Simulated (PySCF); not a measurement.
Level of theory: PBE-D3(BJ)/def2-TZVP // B3LYP-D3(BJ)/def2-TZVP (PySCF). Gas-phase values, no solvent. 

Reference species (SMILES): `[NH2][Al]([SiH3])[SiH3]` (neutral, multiplicity 1).

```json
{
 "dipole_moment": "1.79 D",
 "LUMO": "-2.18 eV"
}
```

Changed species: `[NH2][Al]([NH2])[SiH3]` (1 of 3 NH2 replaced by SiH3; the reference has 2 of 3 NH2 replaced by SiH3).

Problem. Predict the effect on the dipole moment and LUMO.

Solution. the dipole moment is nearly the same; the LUMO rises by 1.09 eV, to -1.09 eV.
